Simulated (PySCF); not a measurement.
Isomers of H9N3Si3. Theory: PySCF 2.14.0, PBE0-D3(BJ)/def2-SVP geometry optimisation, gas phase. One conformer each; no zero-point energy, no entropy. No frequencies were run at this level. Point groups hold within 0.08 Å.

Question: Rank from lowest to highest electronic energy at this level (kcal/mol).
A. `[SiH3:1][NH:2][SiH:3]1[NH:4][SiH2:5][NH:6]1` with Si1–N2–Si3–N4 -63°
B. `[NH:1]1[SiH2:2][NH:3][SiH2:4][NH:5][SiH2:6]1` with Si6–N1–Si2–N3 -49°, N1–Si2–N3–Si4 47°, Si2–N3–Si4–N5 -7°, N3–Si4–N5–Si6 -43°

Answer: B (0.0), A (14.5).

As drawn, the higher has a four-membered ring, which the lower lacks.

| SMILES | E (Eh) | E rel (kcal/mol) | dipole (D) | point group | A, B, C (MHz) |
| --- | --- | --- | --- | --- | --- |
| N1[SiH2]N[SiH2]N[SiH2]1 | -1037.35799 | 0.0 | 0.81 | near Cs | 2344, 2050, 1197 |
| [SiH3]N[SiH]1N[SiH2]N1 | -1037.33482 | 14.5 | 0.95 | C1 | 3540, 1195, 1086 |

Q: How do the relative energies change in single points at PBE0/pcSseg-1 (no added dispersion term) on the same geometries?

A: 
```
                 SMILES  PBE0-D3(BJ)/def2-SVP (kcal/mol)  PBE0/pcSseg-1 (kcal/mol)  shift
N1[SiH2]N[SiH2]N[SiH2]1                              0.0                       0.0    0.0
 [SiH3]N[SiH]1N[SiH2]N1                             14.5                      13.5   -1.0
```

Each column counts from its own lowest isomer. The order is unchanged; the largest shift is 1.0 kcal/mol.
